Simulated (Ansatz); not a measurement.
Calculated with Ansatz (gas phase, PBE0-D4/def2-TZVP geometries, no zero-point term in ΔE). CBS: MP2 limit from def2 TZ/QZ plus the TZ coupled-cluster correction, frozen cores. This one scheme is used for every species. Functionals use def2-TZVPP. B3LYP here is the variant with VWN-RPA as its local correlation; programs differ in this. For Ge outer-core shells are correlated without core-valence functions, which leaves a few kJ/mol of doubt a bond. Scalar relativity is left out up to krypton. Each species was taken in one conformer, which may not be the lowest.

Consider the ligand exchange at the Si–S bond: `[SiH3][SiH2][S][GeH3]` + H–F → `F[SiH2][SiH3]` + `[SH][GeH3]`.

`[SiH3][SiH2][S][GeH3]`:

Cartesian coordinates in Å:
```
Si 0.381 0.022 -2.068
Si -1.209 0.534 -0.429
S -0.313 1.445 1.289
Ge 0.618 -0.358 2.205
H -0.274 -0.597 -3.254
H 1.076 1.266 -2.491
H 1.387 -0.933 -1.532
H -1.954 -0.693 -0.026
H -2.180 1.531 -0.952
H 1.245 0.132 3.515
H -0.467 -1.412 2.471
H 1.692 -0.937 1.272
```

H–F:

```xyz
2

F     0.003    0.174    0.426
H    -0.003   -0.174   -0.426
```

`F[SiH2][SiH3]`:

```xyz
8

F    -1.836    1.330   -0.062
Si   -0.397    0.944    0.540
Si    0.429   -0.965   -0.537
H     0.504    2.109    0.340
H    -0.565    0.711    1.999
H    -0.481   -2.122   -0.329
H     1.761   -1.287    0.044
H     0.584   -0.720   -1.995
```

`[SH][GeH3]`:

Z-matrix (Å, degrees):
```
Ge
S 1 2.224
H 1 1.536 2 110.4
H 1 1.533 2 104.8 3 119.2
H 1 1.536 2 110.4 3 -121.7
H 2 1.343 1 94.6 3 60.6
```

| level | ΔE (eV) |
| --- | --- |
| PBE-D4 | -0.46 |
| r2SCAN-D4 | -0.60 |
| B3LYP-D4 | -0.62 |
| B2PLYP | -0.71 |
| CCSD/def2-TZVPP | -0.64 |
| HF/def2-QZVPP | -0.95 |
| SCS-MP2/def2-QZVPP | -0.61 |
| HF/CBS(def2) | -0.95 |

Q: What does CCSD(T)/CBS give? (An estimate is asked.)

A: The calculation gave: -0.53 eV. The listed levels differ from it by 0.07, -0.07, -0.09, -0.18, -0.11, -0.42, -0.08, -0.42 eV.

Largest T1 diagnostic among the species: 0.012.

In def2-TZVPP, CCSD(T) changes the Hartree–Fock value by +0.34 eV (the triples alone add +0.06 eV) and MP2 by +0.42 eV. The D4 term adds +0.18 eV with B3LYP and +0.10 eV with PBE0; it sums over pairs of atoms, weighted by their polarisabilities, and B3LYP, whose exchange is more repulsive, gets the larger term.
